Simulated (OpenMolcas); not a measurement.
**neutral strontium: effect of the basis set**

| Item | Value |
| --- | --- |
| Program | OpenMolcas 26.06 |
| Method | CASSCF |
| Active space | 2 electrons in 4 orbitals (5s 5p) |
| State averaging | 2S+1 = 3 even, 3 roots; 2S+1 = 1 even, 6 roots; 2S+1 = 3 odd, 3 roots; 2S+1 = 1 odd, 3 roots |
| Spin-orbit coupling | state interaction with AMFI integrals over the reference wave functions, term energies averaged over their components |

A. ANO-RCC-MB [5s4p1d], DKH2, point nucleus; cost of the order of 6 core-seconds
B. ANO-RCC-VDZP [6s5p2d], DKH2, point nucleus; cost of the order of 9 core-seconds
C. ANO-RCC-VTZP [7s6p3d1f], DKH2, point nucleus; cost of the order of 7 core-seconds
D. ANO-RCC-VQZP [8s7p4d2f1g], DKH2, point nucleus; cost about 13 core-seconds

Energies in cm⁻¹ above 5s² ¹S₀, the measured ground level; measured values from NIST Handbook of Basic Atomic Spectroscopic Data.

```csv
Level,A,B,C,D,Measured
5s² ¹S₀,0.0,0.0,0.0,0.0,0.0
5s 5p ³P°₀,13472,13025,12343,12241,14318
5s 5p ³P°₁,13673,13162,12484,12375,14504
5s 5p ³P°₂,14090,13440,12770,12646,14899
5s 5p ¹P°₁,32186,30311,26535,25500,21698
5p² ³P₀,37328,36373,35291,35152,35193
5p² ³P₁,37527,36498,35422,35275,35400
5p² ³P₂,37910,36741,35677,35515,35675
5p² ¹D₂,42742,41560,40197,39942,
```

Deviations, from unrounded energies. A percentage is the sum of absolute deviations over the sum of measured energies, with the sign that they share, or ± where signs differ.

| Against measurement | Levels | A | B | C | D |
| --- | --- | --- | --- | --- | --- |
| mean absolute deviation (cm-1) | 7 | 2800 | 2300 | 1600 | 1500 |
| other configurations (%) | 7 | ±11.3 | ±9.3 | ±6.5 | ±6.2 |

C, D lie about equally close to measurement and A furthest from it. The largest miss of D in the table is 5s 5p ¹P°₁, by +3800 cm-1. The ranking rests on the paired levels alone, and a cruder setting can come out closer through cancelling errors.

Among A to D the level of the table that moves most is 5s 5p ¹P°₁, by 6700 cm-1 (lowest in D, highest in A).

Without dynamic correlation excited terms often stand tens of per cent too high (terms of higher spin than the ground term too low), and those without a measured partner can miss by more than the paired ones. The ¹D term of p² mixes with s d, which this space lacks. Computed and measured levels are paired by configuration, term and J; levels that our copy of the source lacks, or whose pairing is in doubt (as where it misses far off the trend of its configuration), stay unpaired and out of the deviations. Levels of configurations outside the active space are missing.

° marks odd parity.
